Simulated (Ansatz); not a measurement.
`[NH2][SnH3]`, charge 0, multiplicity 1.

Give a relaxed structure at PBE0-D4/def2-TZVP (Ansatz). (An estimate is asked.)

Ansatz gave: 
```xyz
7

N     1.261    0.197    0.147
Sn   -0.761    0.019    0.042
H     1.717   -0.655    0.447
H     1.680    0.465   -0.735
H    -1.274   -0.400    1.612
H    -1.340    1.549   -0.436
H    -1.283   -1.174   -1.077
```
Point group Cs.
